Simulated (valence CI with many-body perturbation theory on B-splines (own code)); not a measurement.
Ladder of approximations for Sn XXXVII

Calculated by valence CI with perturbative core correlation (CI+MBPT): four valence electrons over a frozen Dirac-Fock core [Ne], radial functions for each j: 11 s, 11 p, 9 d, 7 f, 5 g, 2 h, 1 i, with the one-electron correlation potential Σ1, the two-electron term Σ2, the three-electron term Σ3, Breit, model QED; selected CI, second order for the rest (own B-spline code, finite nucleus).

The last digits are not significant, and no measured levels were compared; by estimate large intervals hold to a few tenths of a per cent, small ones and those within an open d or f shell to about a per cent.

Each rung adds one term. CI alone is the Dirac-Coulomb CI over the frozen core; QED comes last and gives the full result, which names the levels. Energies are above (3s^2 3p1/2^2) J=0 on the same rung, in cm⁻¹.

Levels are named by their leading jj configuration (3d3/2^4 stands for four electrons in 3d with j = 3/2), which in mixed levels can hold well under half, so a name can repeat and another be missing. Letters in brackets count levels of one name in rising energy.

```tsv
Level	CI alone	Σ1	Σ2	Σ3	Breit	QED	Full
(3s^2 3p1/2 3p3/2) J=1	408478	+538	+508	+125	-6884	+831	403596
(3s^2 3p1/2 3p3/2) J=2	456237	+549	+237	+25	-7973	+877	449952
(3s^2 3p3/2^2) J=2	897958	+1079	+727	+61	-14332	+1647	887141
(3s^2 3p3/2^2) J=0	1000390	+1083	+292	-192	-13219	+1562	989914
(3s 3p1/2^2 3p3/2) J=2	1137630	-1071	+834	+484	-1171	-7389	1129320
(3s 3p1/2^2 3p3/2) J=1	1285060	-1047	-739	+334	-1456	-6727	1275420
(3s^2 3p1/2 3d3/2) J=2	1484060	-914	-731	-78	-10735	-602	1471000
(3s 3p1/2 3p3/2^2) J=2 [a]	1497010	-569	+1423	+549	-8226	-5372	1484820
(3s 3p1/2 3p3/2^2) J=3	1575900	-511	+813	+407	-11046	-4598	1560960
(3s^2 3p1/2 3d3/2) J=1	1672030	-876	-4362	-540	-8374	-2477	1655400
(3s 3p1/2 3p3/2^2) J=0	1690500	-550	+435	+294	-6859	-6162	1677650
(3s^2 3p1/2 3d5/2) J=2	1713420	-497	-1981	-212	-12155	-2235	1696350
(3s^2 3p1/2 3d5/2) J=3	1720260	-463	-1893	-397	-14114	-1516	1701870
(3s 3p1/2 3p3/2^2) J=1 [a]	1754920	-588	-1342	+2	-8663	-5060	1739270
(3s 3p1/2 3p3/2^2) J=2 [b]	1803450	-547	-3688	-272	-10016	-4205	1784720
(3s 3p1/2 3p3/2^2) J=1 [b]	1839360	-595	-4349	-66	-6995	-6378	1820980
(3s^2 3p3/2 3d5/2) J=2	2020190	+47	+610	+247	-18476	-1854	2000760
(3s^2 3p3/2 3d5/2) J=4	2066020	+106	-548	-247	-22426	+868	2043770
(3s^2 3p3/2 3d3/2) J=1	2088410	-406	-4083	-558	-15624	-798	2066950
```

The middle columns are the shifts that each term adds.

Q: How does the ionisation energy move along the ladder, and which term matters most?

A: CI alone 2442.3, + Σ1 2443.3, + Σ2 2443.2, + Σ3 2443.1, + Breit 2440.7, + QED 2440.8 eV. The largest step is Breit, -2.3 eV. NIST lists 2443 ± 5 eV (semi-empirical).
